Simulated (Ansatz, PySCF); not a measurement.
Species: sum formula GeSiH$_{4}$ (charge +1, doublet). 
Geometry from a B3LYP-D3(BJ)/def2-TZVP (Ansatz, a first-principles code) optimisation:
```
Ge
H 1 1.5230
H 1 1.5230 2 119.82
Si 1 2.2881 2 120.09 3 -180.00
H 4 1.4683 1 119.77 2 0.00
H 4 1.4683 5 120.46 1 -180.00
```
Charge +1, spin multiplicity 2.

Total electronic energies in hartree. Valence correlation only, unless marked. Open shells are spin-unrestricted. No spin-orbit coupling. Frozen are the shells of the preceding noble gas and the d and f shells that filled before the atom's block. Non-relativistic. CBS marks a two-point X^-3 extrapolation of the correlation energy; Hartree-Fock from the larger set. The bracket is a focal-point correction in the basis named.

```tsv
level	program	energy (Eh)
BP86/def2-TZVPD	PySCF	-2368.85791
TPSS-D3(BJ)/def2-TZVPD	PySCF + dftd3	-2368.57088
TPSS-D4/def2-TZVPD	PySCF + dftd4	-2368.56984
B3LYP/def2-TZVPD	Ansatz	-2368.63315
BHLYP/def2-TZVPD	Ansatz	-2368.54246
B2PLYP-D4/def2-TZVPD	Ansatz + dftd4	-2368.02020
SCS-MP2/def2-SVPD	Ansatz	-2366.14231
CCSD(T)/def2-SVPD	Ansatz	-2366.17698
RI-MP2/CBS(def2-TZVPPD,def2-QZVPPD)+[CCSD(T)-MP2]/def2-TZVPPD	Ansatz	-2366.6485
```

Totals of different functionals don't rank their quality; only differences between species are comparable.
